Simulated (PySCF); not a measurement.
A thermochemical cycle for GeBr

PBE in PySCF with def2-TZVPPD on every atom, for the lowest determinant that a PBE0 search found; no spin–orbit coupling. GeBr, a doublet (π ↑), has De = 3.89 eV to neutral atoms, and GeBr⁺, a singlet (closed shell), has De = 4.61 eV to Ge⁺ + Br.

At the same level the Ge atom ionises at 7.90 eV.

**Question.** What is the adiabatic ionisation energy of the molecule, and does ionisation strengthen or weaken the bond?

**Answer.** IE = IE(Ge) + De(neutral) − De(ion) = 7.90 + 3.89 − 4.61 = 7.18 eV. De changes by +0.72 eV, so ionisation strengthens the bond.

For an ion De counts to the pair picked by the measured ionisation energies or electron affinities, which need not be the lowest pair at this level. States were picked by a PBE0 search and need not be the measured ground states.
